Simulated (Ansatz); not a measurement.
Mulliken charges of GeH6N2 (`[NH2][GeH2][NH2]`) from PBE/def2-TZVPP in Ansatz (PBE0-D4/def2-TZVP geometry).

| atom | x (Å) | y (Å) | z (Å) | charge (e) |
| --- | --- | --- | --- | --- |
| N1 | -1.106 | 0.640 | -0.846 | -0.392 |
| Ge2 | 0.521 | 0.272 | -0.087 | 0.331 |
| N3 | 0.179 | -1.162 | 1.001 | -0.392 |
| H4 | -1.469 | -0.097 | -1.435 | 0.144 |
| H5 | -1.162 | 1.520 | -1.338 | 0.134 |
| H6 | 0.949 | 1.586 | 0.606 | -0.051 |
| H7 | 1.643 | -0.204 | -1.040 | -0.051 |
| H8 | 0.996 | -1.631 | 1.365 | 0.134 |
| H9 | -0.462 | -0.969 | 1.758 | 0.144 |

Problem. By hand: the dipole of these point charges (1 e Å = 4.8032 D).

Solution. Σ q r = (0.103, 0.056, -0.017) e Å, of length 0.118 e Å = 0.57 D.

Problem. How does the dipole of the full density compare? (Best estimate.)

Solution. The calculation gave: (0.076, 0.041, -0.013) e Å, 0.42 D; the point charges give 1.36 times that, at 0° from its direction.

Point charges leave out the atoms' own dipoles, such as those of lone pairs, and Mulliken's split depends on the basis, so the two needn't agree.
